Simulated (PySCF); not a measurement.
Arsenic: a sound run and one with changed settings

Sound run: As [Ar] 3d10 4s2 4p3, As⁺ [Ar] 3d10 4s2 4p2. Calculation: PySCF 2.14, in aug-cc-pVDZ-DK; scalar relativity by spin-free X2C-1e. The sound run starts from symmetry-adapted Hartree-Fock orbitals and uses a fine grid where one is needed.

A second run was set up differently.

```tsv
species	method	sound run (hartree)	changed run (hartree)	converged
As	UHF	-2258.91786	-2258.91786	yes
As	B3LYP	-2260.65575	-2260.72162	yes
As	LDA	-2257.16516	-2257.22791	yes
As⁺	UHF	-2258.57112	-2258.57112	yes
As⁺	B3LYP	-2260.29365	-2260.35900	yes
As⁺	LDA	-2256.79611	-2256.85848	yes
```

Ionisation energy of As:

```
method  sound run (eV)  changed run (eV)
   UHF           9.435             9.435
 B3LYP           9.853             9.867
   LDA          10.042            10.053
```

Q: What was changed?
A. basis contracted for another Hamiltonian
B. radial grid too coarse
C. a valence shell is frozen
D. too few SCF iterations

A: B. It used radial step 0.5 in ln r (0.13 in the sound run). A coarse radial grid mis-integrates the density and the exchange-correlation energy, with errors of either sign; Hartree-Fock needs no grid.
